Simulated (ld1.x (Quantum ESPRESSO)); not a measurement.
**Plane-wave convergence, PAW potential for Ir**

ld1.x (Quantum ESPRESSO) 7.5 input, shortened:

```
&input
   title='Ir', zed=77., rel=1, dft='PBE', iswitch=3,
   config='[Xe] 4f14 5d7 6s1.75 6p0.25'
 /
 &inputp
   pseudotype=3, lpaw=.true., tm=.true., lloc=-1, rcloc=1.42,
   nlcc=.true., new_core_ps=.true., rcore=0.70,
   which_augfun='PSQ', rmatch_augfun_nc=.true.
 /
6
5S  1  0   2.00   0.00  1.74  1.88  0.0
6S  2  0   1.75   0.00  1.74  1.88  0.0
5P  2  1   6.00   0.00  2.14  2.26  0.0
6P  3  1   0.25   0.00  2.14  2.26  0.0
5D  3  2   7.00   0.00  1.68  2.20  0.0
5D  3  2   0.00   0.05  1.68  2.20  0.0
 &test
   configts(1)='5s2 5p6 5d7 6s1.75 6p0.25'
 /
```

The pseudo-atom Hamiltonian at the reference potential is diagonalised in spherical Bessel functions j_l(qr) that vanish at 20 bohr, with q² up to the cutoff. All-electron valence levels (Ry): 5s -7.2396, 6s -0.4919, 5p -4.0583, 6p -0.1091, 5d -0.5610.

Problem. How do the lowest levels (Ry) of each channel move with the cutoff, and are there ghosts?

Solution.

```
cutoff (Ry)     s #1     s #2     p #1     p #2     d #1    f #1  Σ f·Δε (mRy)
          8  -7.1144  -0.3503  -3.5239  -0.1022  -0.2415  0.0970        5942.5
         12  -7.2213  -0.4050  -4.0244  -0.1089  -0.4749  0.0970         994.8
         15  -7.2344  -0.4289  -4.0564  -0.1090  -0.5280  0.0970         362.9
         21  -7.2389  -0.4761  -4.0577  -0.1090  -0.5601  0.0970          39.2
         30  -7.2393  -0.4909  -4.0582  -0.1091  -0.5607  0.0970           4.4
         40  -7.2395  -0.4915  -4.0583  -0.1091  -0.5610  0.0970           1.3
         45  -7.2395  -0.4917  -4.0583  -0.1091  -0.5610  0.0970           0.8
         55  -7.2395  -0.4919  -4.0583  -0.1091  -0.5610  0.0970           0.2
        400  -7.2396  -0.4919  -4.0583  -0.1091  -0.5610  0.0970           0.0
```

Result: no extra level below or beside the all-electron valence levels (s, p, d, f tested); 10 mRy is reached at 30 Ry and 1 mRy at 45 Ry.
